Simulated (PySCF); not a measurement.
## Steps of a relaxation of [Pb(OH)3]+

[Pb(OH)3]+ (singlet; a saddle point, relaxed within its symmetry). PySCF 2.14.0, RKS PBE0, Pb def2-SVP with ECP60, O def2-SVP, H def2-SVP; non-relativistic Hamiltonian with scalar-relativistic core potentials where named; density fitting; no spin-orbit coupling. Origin of the start: template. Columns: position (Å) and force (eV/Å). Energies are counted from the last step; some of the 12 steps are shown. Forces carry noise of the integration grid, about 0.01 to 0.03 eV/Å.

Run from Python with OMP_NUM_THREADS=2. Where DIIS fails, smearing, a level shift and second-order steps follow.
It took 21 s on 2 threads of Arm Neoverse V2, on a shared host, from the converged density of the start.

```xyz
7
step 0  E = 1.852 eV
Pb    0.0000    0.0000   -0.0041     0.01    0.00    2.20
O     1.9184    0.0000   -0.0041     0.88    0.00   -1.34
H     2.8184    0.0000    0.3459    -0.17    0.00    0.61
O    -0.9592    1.6614   -0.0041    -0.45    0.76   -1.34
H    -1.4092    2.4408    0.3459     0.09   -0.15    0.61
O    -0.9592   -1.6614   -0.0041    -0.45   -0.76   -1.34
H    -1.4092   -2.4408    0.3459     0.09    0.15    0.61
```

```xyz
7
step 4  E = 0.142 eV
Pb    0.0000    0.0000    0.3030    -0.01    0.00    0.02
O     1.9927    0.0000   -0.2067     0.12    0.00    0.02
H     2.7284    0.0000    0.4462    -0.62    0.00   -0.02
O    -0.9963    1.7257   -0.2067    -0.05    0.10    0.02
H    -1.3642    2.3629    0.4462     0.31   -0.54   -0.02
O    -0.9964   -1.7257   -0.2067    -0.05   -0.10    0.02
H    -1.3642   -2.3629    0.4462     0.31    0.54   -0.02
```

```xyz
7
step 7  E = 0.019 eV
Pb    0.0000    0.0000    0.1669     0.00    0.00   -0.01
O     1.9880    0.0000   -0.2460     0.47    0.00    0.29
H     2.5895    0.0000    0.5308    -0.27    0.00   -0.29
O    -0.9940    1.7217   -0.2460    -0.23    0.41    0.29
H    -1.2947    2.2426    0.5308     0.13   -0.23   -0.29
O    -0.9940   -1.7216   -0.2460    -0.23   -0.41    0.29
H    -1.2948   -2.2426    0.5308     0.13    0.23   -0.29
```

Task: Where does the relaxation end?

Result: It converges at step 11 in C3v:
```xyz
7
step 11  E = 0
Pb    0.0000    0.0000    0.0814
O     2.0153    0.0000   -0.2509
H     2.5504    0.0000    0.5642
O    -1.0076    1.7453   -0.2509
H    -1.2752    2.2087    0.5642
O    -1.0076   -1.7453   -0.2509
H    -1.2752   -2.2087    0.5642
```

Task: How did the contacts change?

Result: 
```
    contact  start (Å)  end (Å)
Pb1–O2 (OH)      1.918    2.042
Pb1–O4 (OH)      1.918    2.042
Pb1–O6 (OH)      1.918    2.042
```
